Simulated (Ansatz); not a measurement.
Molecule: ZrO (charge -1, doublet). The spin state was set by rule; other spins were not relaxed. 
Structure (B3LYP-D3(BJ)/def2-TZVP (Ansatz, a program for electronic structure) minimum search):
SMILES: [Zr-]=[O]
```xyz
2

Zr     0.0000     0.0000    -0.2947
O      0.0000     0.0000     1.4736
```
Charge -1, spin multiplicity 2.

Basis-set convergence of Hartree-Fock and CCSD(T) correlation energies (hartree) with Ansatz. Correlated levels leave the core frozen unless marked. UHF or UKS for open shells. Spin-orbit coupling is left out. Frozen are the shells of the preceding noble gas and the d and f shells that filled before the atom's block. Past Kr the def2 sets carry scalar-relativistic core potentials. This anion needs diffuse functions, which these sets lack.

The UHF reference is spin-contaminated (<S^2> 0.60 over the pure value in the largest basis). The T1 diagnostic of CCSD in the largest basis is 0.094, which is high, so the coupled-cluster rows are less sure than usual.

```csv
basis,functions,E(HF),"E(corr, CCSD(T))"
def2-TZVPP,87,-121.43263,-0.36606
def2-QZVPP,138,(withheld),(withheld)
```

### Question
Some entries are withheld; supply them.

### Answer

- def2-QZVPP, E(HF): -121.43988
- def2-QZVPP, E(corr, CCSD(T)): -0.38686
